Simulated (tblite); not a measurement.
C3H2F3OS (doublet state).
SMILES with atom numbers: `[CH2:1][O:2][C:3](=[S:4])[C:5]([F:6])([F:7])[F:8]` (hydrogens: H9, H10 on C1)

Computed geometry: GFN2-xTB, gas phase. This method treats the open shell by occupation alone, without spin polarisation.

Task: List the bond lengths, angles and torsions at this level.

Result: 
```json
{"bond": "C1–O2", "length (pm)": "129.6"}
{"bond": "O2–C3", "length (pm)": "132.5"}
{"bond": "C3=S4", "length (pm)": "165.2"}
{"bond": "C3–C5", "length (pm)": "151.7"}
{"bond": "C5–F6", "length (pm)": "132.3"}
{"bond": "C5–F7, C5–F8", "length (pm)": "135.1"}
{"bond": "C1–H9", "length (pm)": "107.5"}
{"bond": "C1–H10", "length (pm)": "107.7"}
```

Bonds in one row agree within 1 pm and their mean is given. A selection of angles:
```json
{"angle": "C1–O2–C3", "degrees": "128.7"}
{"angle": "O2–C3–S4", "degrees": "119.4"}
{"angle": "O2–C3–C5", "degrees": "119.0"}
{"angle": "S4–C3–C5", "degrees": "121.6"}
{"angle": "C3–C5–F6", "degrees": "112.7"}
{"angle": "C3–C5–F7", "degrees": "111.8"}
{"angle": "F6–C5–F7", "degrees": "107.3"}
{"angle": "F7–C5–F8", "degrees": "105.5"}
```

Dihedral angles: C1–O2–C3–S4 180° (antiperiplanar); O2–C3–C5–F6 180° (antiperiplanar).

C3 (carbon bonded to C, O and S) is planar (angles 121.6°, 119.4° and 119.0°, sum 360.0°, 0.00 Å off the plane of its three neighbours). The 3 C–F bonds span 1.323 Å (C5–F6, drawn single) to 1.351 Å (C5–F7, drawn single), a spread of 0.028 Å. The 2 C–O bonds span 1.296 Å (C1–O2, drawn single) to 1.325 Å (O2–C3, drawn single), a spread of 0.029 Å. C1 (carbon bonded to O and 2 H) is planar (angles 124.0°, 121.4° and 114.6°, sum 360.0°, 0.00 Å off the plane of its three neighbours). Of the pairs four or more bonds apart, C5···H10 is among the closest relative to their van der Waals radii: 2.65 Å, 91 % of the sum of Bondi's values.

Point group: Cs (every atom within 0.08 Å of its image). Its GFN2-xTB frequencies are all real (lowest 58 cm⁻¹). Torsions: H–C1–O2–C3 180° and 0°, C1–O2–C3–S4 180°.

One conformer stands for the species.
